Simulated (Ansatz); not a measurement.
Species: C₂H₆AlF, charge 0, multiplicity 1. 
Geometry from a B3LYP-D3(BJ)/def2-TZVP (Ansatz, a program for electronic structure) optimisation:
```xyz
10

C      1.6556    -0.9523     0.2776
Al     0.0033     0.0335    -0.0176
C     -1.7991    -0.5010     0.4869
F      0.1482     1.5011    -0.7896
H      1.4951    -1.8882     0.8165
H      2.1406    -1.1919    -0.6733
H      2.3718    -0.3534     0.8474
H     -2.2367     0.2181     1.1856
H     -1.8282    -1.4855     0.9583
H     -2.4585    -0.5250    -0.3854
```
Charge 0, spin multiplicity 1.

Dipole moments at this geometry, in debye (magnitudes).

```
level                    program  dipole (D)
-----------------------  -------  ----------
SVWN5/def2-TZVPD          Ansatz        1.98
PBE/def2-TZVPD            Ansatz        1.91
BLYP/def2-TZVPD           Ansatz        1.88
revPBE/def2-TZVPD         Ansatz        1.88
B97M-V/def2-TZVPD         Ansatz        1.88
B3LYP/def2-TZVPD          Ansatz        1.93
PBE0/def2-TZVPD           Ansatz        1.96
BHLYP/def2-TZVPD          Ansatz        1.98
r2SCANh/def2-TZVPD        Ansatz        1.92
HSE06/def2-TZVPD          Ansatz        1.96
LC-wPBE/def2-TZVPD        Ansatz        1.95
wB97X-V/def2-TZVPD        Ansatz        1.93
CCSD(T)/aug-cc-pV(D+d)Z   Ansatz        1.89
```
